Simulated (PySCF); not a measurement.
Ne²⁺: excitation energy

Ne²⁺ [He] 2s2 2p4 (3P) → Ne²⁺ [He] 2s1 2p4 3d1 (high-spin determinant), as a difference of total energies. Computed with PySCF 2.14 in dyall-av3z (15s9p3d2f, 71 functions), with the non-relativistic Hamiltonian (point nucleus). Correlated levels: valence: 1s2 frozen; virtual orbitals above 40 to 60 times the deepest correlated orbital energy dropped. The calculations carry no spin-orbit coupling.

```tsv
method	excitation energy (eV)
UHF	76.072
MP2 (valence)	77.088
SCS-MP2 (valence)	77.333
CCSD (valence)	77.014
CCSD(T) (valence)	76.971
```

**Question.** How much does correlation contribute at CCSD(T) (valence)?

**Answer.** 76.971 − (76.072) = 0.899 eV, measured against UHF.

The upper state lies above the first ionisation limit, where it may autoionise and the basis confines it. A Rydberg-like electron needs more diffuse functions than a valence basis has.

The promoted electron is Rydberg-like, and one or two diffuse shells describe it only roughly, which tends to raise the upper state.

The determinant of the upper state mixes LS terms, which raises its energy above the lowest term, most at the Hartree-Fock and MP2 levels.
